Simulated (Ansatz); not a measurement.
Li₂Si₂⁺, relaxed as a doublet with UKS PBE0-D4/def2-TZVP in Ansatz, starting from the GFN1-xTB geometry. Force threshold 0.02 eV/Å.

Another isomer (doublet) lies 0.27 eV lower at PBE0-D4/def2-TZVP; other spin states weren't run for this one.

Start:

```csv
atom,x (Å),y (Å),z (Å)
Li1,-1.0913,0.3714,0.8183
Li2,0.7783,1.1052,-0.1642
Si3,-2.0730,-1.6796,0.8385
Si4,2.3861,0.2030,-1.4927
```

(1) Estimate the energy that the relaxation releases and the steps that it takes.

(2) Does the start keep its bonding and symmetry?

(3) Predict the relaxed structure.

Answers

(1) 6.23 eV, in 20 steps; 63 s on 4 threads of Arm Neoverse V1 on a shared host. No frequencies were taken in this run, so the end may be a saddle point.

(2) Bonds lost: Li1–Li2 (atoms count from 1). Bonds formed: Li2–Si3, Si3–Si4 (atoms count from 1). Point group Cs at the start, Cs at the end, both within 0.05 Å.

(3) 
```xyz
4

Li   -2.493   -0.215    1.519
Li    1.640    1.532   -0.534
Si   -0.376   -0.295    0.140
Si    1.229   -1.022   -1.126
```
Bond lengths (bridged metal pairs left out): 3 × Li–Si 2.53 to 2.80 Å; 1 × Si–Si 2.17 Å.
